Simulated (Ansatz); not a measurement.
Cu2H4. Total charge 0; singlet. Geometry r2SCAN-D4/def2-TZVP; atoms count from 1.

```xyz
6

Cu    0.578    1.153    1.077
Cu   -0.522   -0.262   -0.411
H    -0.933   -1.477   -1.461
H     1.957    1.166    1.674
H    -0.908    1.057    0.375
H    -0.172   -1.637   -1.254
```

In the singlet, H3 and H6 lie 0.80 Å apart (atoms count from 1), so H2 has formed as a molecule. The structure comes from a short search, and lower isomers may exist.

Question: Estimate the Mulliken populations from the PBE0/def2-TZVP orbitals of Ansatz.

Answer: 
```csv
atom,charge (e),d electrons
Cu1,-0.37,9.83
Cu2,-0.13,9.88
H3,0.15,–
H4,-0.01,–
H5,0.19,–
H6,0.17,–
```
Mulliken values depend strongly on the basis.

Question: And the Mayer bond orders between heavy atoms (over 0.3)?

Answer: Cu1–Cu2 0.51 (2.33 Å).
